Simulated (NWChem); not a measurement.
System: MoHS2OCl; SMILES [OH][Mo](=[S])(=[S])[Cl]

Here is an NWChem input.

```
start job
memory heap 200 mb stack 900 mb global 1100 mb
geometry units angstroms noautoz
  Mo    -0.207911     0.016779     0.000000
  S      0.584788     0.975572    -1.690213
  S      0.584788     0.975572     1.690213
  Cl     0.426479    -2.149275     0.000000
  O     -2.035811     0.194395     0.000000
  H     -2.662342     0.927132     0.000000
end
basis spherical
  Mo library def2-svp
  S library def2-svp
  Cl library def2-svp
  O library def2-svp
  H library def2-svp
end
ecp
  Mo library def2-ecp
end
dft
  xc hfexch
  iterations 150
  mulliken
end
task dft energy
```

All runs use the structure optimised with PBE0/def2-SVP. Not confirmed as a minimum by frequencies. def2 effective core potentials on Mo; no spin-orbit coupling.

Task: Give the results of this calculation. (Hartree-Fock/def2-SVP with def2 effective core potentials on Mo.) Quantities: basis functions; energy (Ha); highest occupied level (eV); orbital gap (eV); dipole (D).

Result: The number of basis functions is 104 and the energy (Ha) is -1397.15. The highest occupied level (eV) comes out as -9.89 and the orbital gap (eV) comes out as 9.61. The dipole (D) is 2.51.
